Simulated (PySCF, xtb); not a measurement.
C2H8N2Si2, SMILES CN[Si@H]1C=N[SiH2]1. Other conformers were not sampled.

Harmonic wavenumbers (cm⁻¹) from GFN2-xTB in xtb at its own minimum, in rising order: 70, 107, 120, 174, 255, 288, 356, 392, 462, 492, 532, 533, 603, 664, 728, 735, 788, 803, 832, 1063, 1107, 1153, 1230, 1356, 1424, 1493, 1504, 1604, 2152, 2197, 2229, 2907, 2957, 2977, 3032, 3434.

Problem. What does PBE-D3(BJ)/def2-SVP (PySCF) give at its own minimum? (The exact figures need the calculation; the answer reports its results.)

Solution. 49, 92, 132, 157, 255, 283, 382, 414, 451, 503, 598, 634, 662, 696, 752, 772, 791, 872, 918, 1062, 1097, 1134, 1233, 1355, 1396, 1411, 1448, 1541, 2121, 2136, 2150, 2922, 2929, 2984, 3051, 3515. Paired by order, the mean absolute difference is 33 cm⁻¹ and the zero-point energies are 61.1 and 61.3 kcal/mol.
